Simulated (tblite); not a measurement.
A geometry optimisation, step by step.

Compound: C₄H₁₃NOSi.
Bonds: C1–C2, C2–O3, O3–C4, C4–Si5, Si5–N6, N6–C7. Hydrogens: H8, H9, H10 on C1; H11, H12 on C2; H13, H14 on C4; H15, H16 on Si5; H17 on N6; H18, H19, H20 on C7.

Computed with GFN2-xTB (tblite), gas phase: L-BFGS steps from a force-field or distance-geometry start until the largest atomic force falls under 0.01 eV/Å. 7 of its 95 geometries are shown.

Step 0: E = -650.5187 eV, largest atomic force 1.310 eV/Å
```
atom  x, y, z in Å  |  force x, y, z in eV/Å
C1      3.238   -1.333   -0.441   -0.155  -0.322  -0.286
C2      2.484   -0.312    0.399   -0.143  -0.504   0.079
O3      1.175   -0.181   -0.103   -0.682   0.651   0.235
C4      0.396    0.785    0.638    0.716  -0.922   0.253
Si5    -1.391    1.005    0.099   -0.848   0.687  -0.724
N6     -2.224   -0.489    0.039    0.244  -0.497  -0.079
C7     -3.585   -0.648   -0.431   -0.165  -0.225   0.267
H8      4.258   -1.464   -0.075   -0.228   0.041  -0.019
H9      3.269   -1.009   -1.484    0.035   0.011   0.184
H10     2.710   -2.298   -0.419    0.224   0.320   0.079
H11     3.001    0.648    0.369    0.104   0.295   0.056
H12     2.442   -0.665    1.450    0.027   0.158  -0.101
H13     0.893    1.752    0.599    0.155   0.190   0.021
H14     0.389    0.462    1.694    0.116   0.139  -0.065
H15    -1.456    1.574   -1.278    0.204   0.223   0.258
H16    -2.132    1.903    1.026    0.288  -0.226  -0.137
H17    -1.618   -1.142   -0.453   -0.219  -0.275   0.243
H18    -3.682   -0.398   -1.488   -0.125   0.138  -0.077
H19    -3.894   -1.692   -0.301    0.076   0.104  -0.007
H20    -4.279   -0.035    0.157    0.375   0.015  -0.181
```

Step 16: E = -650.7203 eV, largest atomic force 0.087 eV/Å
```
atom  x, y, z in Å  |  force x, y, z in eV/Å
C1      3.187   -1.328   -0.458   -0.027  -0.008  -0.019
C2      2.429   -0.315    0.384    0.019  -0.001  -0.015
O3      1.112   -0.156   -0.095   -0.004  -0.054   0.036
C4      0.383    0.782    0.668    0.065  -0.044   0.014
Si5    -1.382    0.999    0.006   -0.006   0.065  -0.023
N6     -2.156   -0.528   -0.048    0.021   0.006   0.004
C7     -3.540   -0.662   -0.440   -0.025  -0.001   0.039
H8      4.198   -1.438   -0.071   -0.053  -0.005  -0.026
H9      3.235   -0.996   -1.492   -0.015   0.002   0.007
H10     2.684   -2.292   -0.426    0.001   0.003  -0.001
H11     2.946    0.657    0.354    0.027   0.039   0.017
H12     2.405   -0.645    1.437   -0.031   0.010  -0.016
H13     0.896    1.753    0.637   -0.011   0.030   0.036
H14     0.371    0.472    1.722    0.011  -0.011   0.025
H15    -1.322    1.736   -1.267    0.009   0.007  -0.041
H16    -2.108    1.820    0.985   -0.052   0.001  -0.004
H17    -1.598   -1.325   -0.320    0.024  -0.009  -0.037
H18    -3.724   -0.402   -1.488    0.065  -0.057  -0.004
H19    -3.886   -1.679   -0.264    0.007  -0.028  -0.009
H20    -4.135    0.012    0.172   -0.025   0.056   0.017
```

Step 31: E = -650.7399 eV, largest atomic force 0.097 eV/Å
```
atom  x, y, z in Å  |  force x, y, z in eV/Å
C1      3.120   -1.329   -0.489    0.004   0.013  -0.008
C2      2.412   -0.310    0.385   -0.057   0.012   0.017
O3      1.085   -0.140   -0.054   -0.055   0.076  -0.024
C4      0.373    0.794    0.733    0.007  -0.030   0.027
Si5    -1.364    1.024   -0.008    0.050   0.032   0.053
N6     -2.097   -0.525   -0.046    0.003   0.044  -0.051
C7     -3.483   -0.681   -0.426   -0.006  -0.004  -0.007
H8      4.140   -1.459   -0.138    0.035  -0.031   0.000
H9      3.141   -0.983   -1.518   -0.024  -0.014  -0.037
H10     2.603   -2.284   -0.449   -0.004   0.018  -0.009
H11     2.934    0.659    0.347    0.048   0.003   0.003
H12     2.407   -0.646    1.435    0.025  -0.015   0.053
H13     0.906    1.757    0.748   -0.039  -0.058  -0.012
H14     0.333    0.443    1.774   -0.011   0.031  -0.012
H15    -1.232    1.752   -1.282    0.009  -0.018  -0.037
H16    -2.200    1.825    0.893    0.029   0.033   0.043
H17    -1.526   -1.294   -0.369   -0.008   0.003   0.026
H18    -3.646   -0.530   -1.499   -0.009  -0.085   0.007
H19    -3.836   -1.673   -0.144   -0.022   0.021  -0.038
H20    -4.073    0.067    0.102    0.024  -0.031   0.004
```

Step 47: E = -650.7519 eV, largest atomic force 0.047 eV/Å
```
atom  x, y, z in Å  |  force x, y, z in eV/Å
C1      3.058   -1.326   -0.517    0.011  -0.022  -0.014
C2      2.402   -0.304    0.394   -0.007   0.005  -0.001
O3      1.074   -0.099   -0.026   -0.024   0.011   0.007
C4      0.362    0.808    0.789    0.005   0.004   0.000
Si5    -1.344    1.060   -0.010   -0.006   0.004   0.022
N6     -2.066   -0.492   -0.077   -0.013  -0.003   0.017
C7     -3.446   -0.714   -0.441   -0.004  -0.009  -0.014
H8      4.088   -1.489   -0.214    0.035   0.002   0.014
H9      3.040   -0.972   -1.544   -0.008   0.012  -0.017
H10     2.519   -2.267   -0.467   -0.018  -0.019  -0.002
H11     2.951    0.651    0.360    0.025   0.023   0.003
H12     2.414   -0.656    1.439   -0.012  -0.011   0.009
H13     0.896    1.767    0.845    0.018  -0.011  -0.010
H14     0.301    0.424    1.816   -0.007   0.002  -0.024
H15    -1.155    1.754   -1.296   -0.005   0.022   0.006
H16    -2.182    1.879    0.874   -0.011   0.016  -0.002
H17    -1.470   -1.259   -0.352   -0.011  -0.010   0.016
H18    -3.612   -0.701   -1.522    0.032  -0.013  -0.032
H19    -3.785   -1.675   -0.051   -0.012   0.000   0.009
H20    -4.052    0.076   -0.003    0.010  -0.003   0.013
```

Step 63: E = -650.7573 eV, largest atomic force 0.059 eV/Å
```
atom  x, y, z in Å  |  force x, y, z in eV/Å
C1      3.034   -1.333   -0.538   -0.010   0.011   0.002
C2      2.388   -0.313    0.387    0.020  -0.012   0.007
O3      1.065   -0.077   -0.038    0.040   0.008   0.029
C4      0.361    0.823    0.793   -0.017   0.021  -0.004
Si5    -1.353    1.090    0.015   -0.001  -0.029  -0.022
N6     -2.062   -0.469   -0.030    0.004  -0.016  -0.015
C7     -3.414   -0.734   -0.462    0.018  -0.002   0.011
H8      4.068   -1.501   -0.247   -0.019   0.018   0.004
H9      3.004   -0.969   -1.562    0.006  -0.005  -0.002
H10     2.495   -2.275   -0.490   -0.008   0.015  -0.004
H11     2.961    0.632    0.376   -0.045  -0.037  -0.007
H12     2.387   -0.687    1.426   -0.015   0.016  -0.024
H13     0.899    1.778    0.861    0.022  -0.015   0.002
H14     0.302    0.421    1.814    0.006   0.013  -0.004
H15    -1.173    1.796   -1.266    0.000  -0.023  -0.008
H16    -2.194    1.919    0.885   -0.004   0.011   0.043
H17    -1.440   -1.241   -0.229   -0.031   0.013   0.003
H18    -3.509   -0.807   -1.551    0.023   0.010  -0.016
H19    -3.773   -1.666   -0.024    0.004  -0.016   0.012
H20    -4.053    0.077   -0.122    0.007   0.020  -0.007
```

Step 78: E = -650.7599 eV, largest atomic force 0.020 eV/Å
```
atom  x, y, z in Å  |  force x, y, z in eV/Å
C1      3.013   -1.332   -0.553    0.002  -0.002   0.005
C2      2.370   -0.321    0.383    0.001  -0.002   0.000
O3      1.051   -0.068   -0.038   -0.005  -0.019   0.005
C4      0.364    0.839    0.798   -0.002   0.003  -0.005
Si5    -1.357    1.099    0.034   -0.002   0.009   0.001
N6     -2.056   -0.465    0.002    0.002   0.011   0.000
C7     -3.388   -0.742   -0.479    0.008   0.003   0.001
H8      4.045   -1.503   -0.259    0.005   0.000  -0.006
H9      2.987   -0.960   -1.574    0.001   0.004   0.009
H10     2.472   -2.274   -0.513   -0.014   0.006  -0.004
H11     2.945    0.621    0.381    0.006  -0.008   0.004
H12     2.362   -0.705    1.417    0.016   0.001  -0.001
H13     0.915    1.786    0.858   -0.012   0.015  -0.005
H14     0.310    0.441    1.821    0.011   0.000   0.000
H15    -1.195    1.786   -1.259   -0.001  -0.003   0.006
H16    -2.182    1.929    0.921   -0.006   0.003   0.000
H17    -1.424   -1.237   -0.158   -0.009  -0.017  -0.005
H18    -3.429   -0.863   -1.566    0.000   0.004   0.001
H19    -3.772   -1.653   -0.016   -0.003  -0.006   0.001
H20    -4.035    0.088   -0.205    0.004  -0.003  -0.008
```

Step 94: E = -650.7609 eV, largest atomic force 0.009 eV/Å
```
atom  x, y, z in Å  |  force x, y, z in eV/Å
C1      3.003   -1.331   -0.560   -0.001   0.000   0.002
C2      2.371   -0.325    0.389    0.000   0.000   0.002
O3      1.046   -0.079   -0.018    0.000  -0.002  -0.002
C4      0.367    0.847    0.803   -0.001   0.005  -0.002
Si5    -1.358    1.093    0.047   -0.005   0.004  -0.003
N6     -2.055   -0.471    0.012   -0.006   0.005   0.003
C7     -3.380   -0.745   -0.489   -0.002   0.004  -0.003
H8      4.032   -1.520   -0.269   -0.001  -0.001  -0.003
H9      2.981   -0.943   -1.575    0.004   0.001   0.002
H10     2.446   -2.264   -0.534    0.000  -0.002   0.000
H11     2.943    0.618    0.385   -0.004   0.001  -0.006
H12     2.377   -0.713    1.422    0.003  -0.006   0.003
H13     0.915    1.798    0.832    0.005   0.006   0.004
H14     0.326    0.476    1.836    0.004  -0.001   0.002
H15    -1.203    1.780   -1.247    0.002   0.000  -0.001
H16    -2.185    1.925    0.932   -0.003   0.001   0.002
H17    -1.426   -1.248   -0.131    0.005  -0.004  -0.002
H18    -3.401   -0.881   -1.576    0.000  -0.004   0.005
H19    -3.781   -1.646   -0.020   -0.001   0.000  -0.004
H20    -4.026    0.094   -0.242    0.001  -0.005   0.001
```

Q: Summarise the path.

A: The energy falls by 23.37 kJ/mol from step 0 to step 94; nine tenths of that is first reached at step 29. It falls at every step. The largest force goes from 1.310 to 0.009 eV/Å. Among the bonds O3–C4 changes most, from 1.446 to 1.412 Å; the atoms move by 0.277 Å rms after alignment.

What follows is the cost of the whole relaxation. Hardware: one thread of an Arm Neoverse N1, no GPU, shared host with 64 logical CPUs at a one-minute load of 61. Cost: 1.1 s of wall time.
